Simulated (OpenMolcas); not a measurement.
Multiplet structure of Se-

| Item | Value |
| --- | --- |
| Program | OpenMolcas 26.06 |
| Method | XMS-CASPT2, IPEA 0.25 Eh, imaginary shift 0.1 Eh (closed shells correlated: 3d 4s) |
| Basis | ANO-RCC-VTZP [6s5p3d1f] |
| Scalar Hamiltonian | DKH2, point nucleus |
| Active space | 5 electrons in 3 orbitals (4p) |
| State averaging | 2S+1 = 2 odd, 3 roots |
| Spin-orbit coupling | RASSI with atomic mean-field integrals over the reference wave functions, term energies averaged over their components |

Spin-free terms above the lowest, with the occupations of the reference:

| Configuration | Term | E (cm⁻¹) | Occupations |
| --- | --- | --- | --- |
| 4s² 4p⁵ | ²P° | 0.0 | 4p 5.00 |

With spin-orbit coupling, above the lowest level:

```csv
Configuration,Term,J,E (cm⁻¹),g,Term weight %
4s² 4p⁵,²P°,3/2,0.0,1.334,100
4s² 4p⁵,²P°,1/2,2140,0.666,100
```

Spin-orbit coupling puts the lowest level 712 cm⁻¹ below the lowest spin-free term.

CASPT2 does not keep the components of a term degenerate, so their means are used; among the terms shown or strongly mixed into the levels shown the widest spread is 110 cm-1 (4s² 4p⁵ ²P°). No diffuse functions were added, so excited terms of the anion can stand markedly too high. Only configurations of the active space appear.

The term weight is that of the spin-free term in the level, not the purity of its configuration. ° marks odd parity.
